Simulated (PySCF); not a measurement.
## Where the electron goes

Cyclo-(AsH)3.
Structure used (PBE0-D3(BJ)/def2-SVP), in Å, numbered top down from 1:
```xyz
6
As3H3 angstrom
As    -0.200    1.425    0.139
As     0.897   -0.433   -1.006
As    -1.143   -0.846    0.269
H      0.691    1.251    1.367
H      0.087   -0.164   -2.275
H     -0.332   -1.233    1.505
```

Method used: PySCF 2.14.0, density-fitted response routines, TDDFT CAM-B3LYP/def2-SVPD, vertical, gas phase, core orbitals frozen in the response. Relativistic effects, spin–orbit coupling among them, are left out although an element past zinc is present.

Frontier orbitals with the atoms that hold most of them (Löwdin shares over 4%, at most four atoms; ? is withheld):

| orbital | ε (eV) | atoms |
| --- | --- | --- |
| LUMO+2 | 0.14 | As2 45%, As3 26%, As1 18%, H5 4% |
| LUMO+1 | 0.12 | As1 37%, As3 30%, As2 20%, H4 6% |
| LUMO | ? | ? |
| HOMO | -8.35 | As2 35%, As1 29%, As3 28% |
| HOMO-1 | -8.45 | ? |
| HOMO-2 | -8.98 | As2 32%, As1 28%, As3 28%, H5 6% |
| HOMO-3 | -10.05 | As3 29%, As1 29%, H6 15%, H4 15% |

(1) Give the leading atoms of the LUMO.

(2) Give the leading atoms of the HOMO-1.

(3) What is the LUMO energy, and the HOMO–LUMO gap?

Answers

(1) As1 (bonded to 2 As and H) 34%; As3 (bonded to 2 As and H) 34%; As2 (bonded to 2 As and H) 25%.

(2) As3 (bonded to 2 As and H) 34%; As1 (bonded to 2 As and H) 33%; As2 (bonded to 2 As and H) 25%.

(3) ε(LUMO) = -0.14 eV; the gap is 8.21 eV (0.3017 hartree).

**Question.** The HOMO–LUMO gap is 8.21 eV. Where does the response calculation put the lowest singlet, and from which orbitals?

**Answer.** S1 is at 4.98 eV (f = 0.0020), 3.23 eV below the gap, made of HOMO→LUMO (66%), HOMO→LUMO+1 (18%), HOMO-1→LUMO+2 (13%). 

Next come S2 at 5.08 eV (f 0.0004), HOMO→LUMO+2 (65%), HOMO-1→LUMO (20%), HOMO-1→LUMO+1 (9%); S3 at 5.14 eV (f 0.0004), HOMO-1→LUMO+1 (69%), HOMO-1→LUMO (25%); S4 at 5.31 eV (f 0.0001), HOMO-1→LUMO+2 (54%), HOMO→LUMO+1 (41%); S5 at 5.54 eV (f 0.0059), HOMO→LUMO+3 (67%), HOMO-2→LUMO (21%).

Löwdin shares depend on the basis, the more so with diffuse functions.

The run took 22 s on an x86-64 server with one thread, shared host.

One conformer stands for the species.
